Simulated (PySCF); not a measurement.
**`C=C(C)CO[SiH3]` in a uniform electric field**

Species: C4H10OSi.
Structure used (GFN2-xTB), in Å, numbered top down from 1:
```
atom  x, y, z in Å
C1    -1.873   -0.751    1.216
C2    -1.121   -0.416    0.181
C3    -1.662    0.207   -1.067
C4     0.372   -0.625    0.183
O5     1.021    0.606    0.017
Si6    2.602    0.937   -0.030
H7    -2.939   -0.600    1.213
H8    -1.455   -1.194    2.104
H9    -2.723    0.420   -0.972
H10   -1.126    1.132   -1.272
H11   -1.508   -0.461   -1.915
H12    0.691   -1.090    1.123
H13    0.652   -1.296   -0.641
H14    3.262    0.220   -1.128
H15    3.271    0.550    1.216
H16    2.527    2.373   -0.236
```

Level: B3LYP/def2-SVPD (PySCF); nuclei fixed, core orbitals frozen in the response. Permanent dipole (0.084, -0.789, -0.180) D (1 au = 2.5417 D). Static polarisability (au):

```
x   90.92  5.85 -5.92
y    5.85 70.63 -6.32
z   -5.92 -6.32 80.06
```

Only the terms in μ and α are kept: μ(F) = μ + αF and ΔE = −μ·F − ½ F·αF.

(1) What do fields of 0.051 V/Å (0.001 au) along the six axis directions do?

(2) For the field (0.0003, 0.0009, 0.0001) au, what is the induced dipole, and what angle does it make with the field?

(3) Which field along μ doubles the dipole in that direction (linear response)?

(4) What field makes μF equal to kT at 200 K?

(5) A unit point charge sits 11 Å away. Estimate the induction energy −αe²/2R⁴ with the mean polarisability, treating the molecule as a point.

## Answers

(1) 
```
field along  induced x (D)  induced y (D)  induced z (D)  total size (D)  −μ·F (kJ/mol)  −½F·αF (kJ/mol)
         +x          0.231          0.015         -0.015           0.858         -0.087           -0.119
         −x         -0.231         -0.015          0.015           0.834         +0.087           -0.119
         +y          0.015          0.180         -0.016           0.648         +0.815           -0.093
         −y         -0.015         -0.180          0.016           0.985         -0.815           -0.093
         +z         -0.015         -0.016          0.203           0.808         +0.186           -0.105
         −z          0.015          0.016         -0.203           0.869         -0.186           -0.105
```

(2) αF = (0.081, 0.164, 0.001) D, at 9.6° to the field. The polarisability along this direction, F·αF/F², is 74.57 au, against a mean of 80.54 au.

(3) The polarisability along the dipole is 67.70 au, so F = 0.3201 au / 67.70 au = 0.0047 au = 0.24 V/Å; higher-order terms are ignored.

(4) kT = 0.6334 × 10⁻³ Eh, so F = 0.00198 au = 10.2 MV/cm.

(5) R = 20.79 bohr, so the energy is −80.5/(2 × 20.79⁴) Eh = -0.566 kJ/mol. The charge–dipole term at its most favourable orientation, −μe/R², is -1.94 kJ/mol.

Isolated species at its GFN2-xTB geometry (one conformer only).
